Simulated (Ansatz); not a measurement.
```yaml
crystal:
  periodic: [false, false, false]
  atoms:
    - {symbol: N, position_ang: [-1.678656, 1.160674, -0.361839]}
    - {symbol: Si, position_ang: [-0.513138, -0.065503, -0.556678]}
    - {symbol: Ga, position_ang: [0.473179, -1.256775, 1.228395]}
    - {symbol: Te, position_ang: [2.011313, 0.768995, -0.117650]}
    - {symbol: H, position_ang: [-1.825826, 1.884543, -1.046257]}
    - {symbol: H, position_ang: [-2.000949, 1.427825, 0.553209]}
    - {symbol: H, position_ang: [-0.434127, -0.395673, -2.002318]}
    - {symbol: H, position_ang: [0.232302, -0.626554, 2.641067]}
    - {symbol: H, position_ang: [1.162242, -2.625178, 0.939982]}
    - {symbol: H, position_ang: [2.573669, -0.272363, -1.277912]}
basis:
  gaussian: {orbitals: ANO-RCC-VTZP}
hamiltonian: {xc: {name: rPW86-PBE}}
accuracy: high
```

```sh
$ ansatz run in.yaml --threads 4 --pin off --events-out ev --progress --plain --max-ram 10444MiB
```

It prints (some lines left out):

```
Functional definition: rPW86-PBE
4871 factors; integrals over basis functions are off by at most 5.0e-9 eV
mean field evaluation 1: about -247315.7686 eV, gradient 8.5e1 eV
mean field evaluation 2: about -247232.3879 eV, gradient 1.7e2 eV
mean field evaluation 4: about -247327.2026 eV, gradient 2.3e1 eV
mean field evaluation 8: about -247328.2918 eV, gradient 1.1e0 eV
mean field evaluation 16: about -247328.2920 eV, gradient 9.1e-4 eV
mean field -247328.29204940 eV, -9089.1470876779 hartree, gradient 3.0e-8 eV, S^2 0.000000; 0 other end points of the search recorded, 0 dependent functions left out
reference -247328.29207077 eV, -9089.1470884631 hartree; 55, 55 occupied and 204, 204 virtual orbitals, 4871 factors
Total energy: -247328.29207077 eV, -9089.1470884631 hartree
Relativity: scalar
```

It took 86 s on 4 threads of an Intel Xeon 6985P-C on a shared host, with 2.5 GiB of host memory at the peak.
